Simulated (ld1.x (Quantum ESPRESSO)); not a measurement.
Transferability test, TM semilocal potential for silver (Ag)

ld1.x (Quantum ESPRESSO) 7.5 input, shortened:

```
&input
   title='Ag', zed=47., rel=1, dft='PZ', iswitch=3,
   config='[Kr] 4d10 5s1 5p0'
 /
 &inputp
   pseudotype=1, tm=.true., lloc=2,
   nlcc=.true., rcore=0.80
 /
3
5S  1  0   1.00   0.00  2.00  2.00  0.0
5P  2  1   0.00   0.00  1.30  1.30  0.0
4D  3  2  10.00   0.00  1.70  1.70  0.0
 &test
   configts(1)='4d10 5s1 5p0'
 /
```

Energies are relative to the spin-unpolarised reference configuration 4d10 5s1 5p0; without spin polarisation the order of configurations can differ from experiment. Spin-polarised rows fill each open shell by Hund’s rule, majority spin first. Not all tests gave a result: 1 of 9 tests not solved or not reliable. Left out of the table: 4d9 5s1 5p1 (solver errors, printed error -2.6 eV).

```tsv
valence configuration	charge	ΔE all-electron (eV)	error AE − PS (meV)
4d10 5s0 5p0	+1	8.102	-11
4d9 5s0 5p0	+2	30.485	-42
4d8 5s0 5p0	+3	66.919	-270
4d10 5s0.5 5p0	+0.5	3.186	-2.5
4d9 5s1 5p0	+1	13.379	-40
4d10 5s1 5p0 (spin-polarised)	0	-0.149	+0.1
```

Question: What are ΔE and the potential's error for 4d9 5s2 5p0?

Answer: ΔE = 3.961 eV all-electron; the error (AE − PS) is -66 meV.

Question: What are ΔE and the potential's error for 4d9 5s0 5p0 (spin-polarised)?

Answer: ΔE = 30.325 eV all-electron; the error (AE − PS) is -34 meV.

Levels in the configuration 4d9 5s1 5p0:

| level | all-electron (eV) | pseudo (eV) |
| --- | --- | --- |
| 4d | -19.472 | -19.564 |
| 5s | -13.151 | -13.130 |

The ghost test of this file was not conclusive.
